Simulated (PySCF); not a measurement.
# Molecular orbitals of SrTe

PBE0 at R = 2.807 Å; PySCF, scalar-relativistic core potentials, basis sets Sr def2-SVP with ECP28, Te def2-SVP with ECP28. State: ¹Σ⁺ (singlet), closed shell. Only the outer orbitals are listed, counted within each symmetry, core potentials removing the inner ones.

| orbital | occ. | ε (eV) | on Sr (%) | main shells (%) |
| --- | --- | --- | --- | --- |
| 3π | 2 | -25.02 | 100 | 100 Sr p |
| 3π | 2 | -25.02 | 100 | 100 Sr p |
| 5σ | 2 | -24.86 | 98 | 98 Sr p |
| 6σ | 2 | -13.91 | 7 | 93 Te s |
| 7σ | 2 | -5.18 | 35 | 63 Te p, 26 Sr s, 8 Sr d |
| 4π | 2 | -4.56 | 19 | 81 Te p, 14 Sr d |
| 4π | 2 | -4.56 | 19 | 81 Te p, 14 Sr d |
| 8σ | 0 | -2.41 | 87 | 61 Sr s, 21 Sr p, 13 Te p |
| 5π | 0 | -0.91 | 99 | 63 Sr p, 37 Sr d |
| 5π | 0 | -0.91 | 99 | 63 Sr p, 37 Sr d |

Task: Which are the highest filled and the lowest empty level, where do they sit, and how wide is the gap?

Result: Highest filled 4π at -4.56 eV (in %: 81 Te p, 14 Sr d); lowest empty 8σ at -2.41 eV (in %: 61 Sr s, 21 Sr p, 13 Te p); the gap at PBE0 is 2.15 eV.

The bond order (Mayer) is 2.27 and the ⟨S²⟩ is 0.000. The charge on Sr (Mulliken, basis-dependent) is 0.44 and the charge on Sr (Löwdin, basis-dependent) is 0.14. The dipole moment (positive dipole means Sr(−)Te(+)) is -10.84 D, the polarisability along the bond is 192.2 bohr³ and the polarisability across the bond is 92.5 bohr³.

Spin–orbit coupling is left out.
